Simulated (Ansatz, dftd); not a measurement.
Reaction: Si2H3 (SMILES [Si][SiH3], doublet) → Si2H3 (SMILES [SiH][SiH2], doublet)
Each species at its own B3LYP-D3(BJ)/def2-TZVP minimum (Ansatz, a first-principles code).

Property: isomerisation energy (electronic), in kcal/mol. UHF or UKS for unpaired electrons; spin-orbit terms are left out. Correlated methods leave the cores frozen. Rows without X2C or -DK are non-relativistic. CBS(X,Y): correlation extrapolated as X^-3, Hartree-Fock from the larger set. A bracket is a step between two methods taken in the basis named. Functionals run without relativity, which enters their misses. Double hybrids freeze cores in their MP2 part. 'core' is core correlation in cc-pwCVTZ (1s frozen past Ne), 'X2C' scalar relativity in cc-pVTZ-DK, both at CCSD(T). The UHF reference of H3Si2 ([Si][SiH3], doublet) is spin-contaminated (<S^2> up to 0.28 over the pure value in the sets run). The UHF reference of H3Si2 ([SiH][SiH2], doublet) is spin-contaminated (<S^2> up to 0.19 over the pure value in the sets run).

```tsv
level	program	isomerisation energy (kcal/mol)	difference against the last row
PBE-D4/def2-TZVPD	Ansatz + dftd4	-3.2	-3.4
r2SCAN-D3(BJ)/def2-TZVPD	Ansatz + dftd3	-3.0	-3.2
B2GP-PLYP-D4/def2-TZVPD	Ansatz + dftd4	0.7	0.5
CCSD/cc-pV(T+d)Z	Ansatz	1.9	1.7
CCSDT(Q)/cc-pV(D+d)Z	Ansatz	1.7	1.5
CCSDT(Q)/cc-pV(T+d)Z	Ansatz	0.7	0.5
CCSD(T)/CBS(cc-pV(T+d)Z,cc-pV(Q+d)Z) + [CCSDT(Q) - CCSD(T)]/cc-pV(T+d)Z + core + X2C	Ansatz	0.2	0.0
```
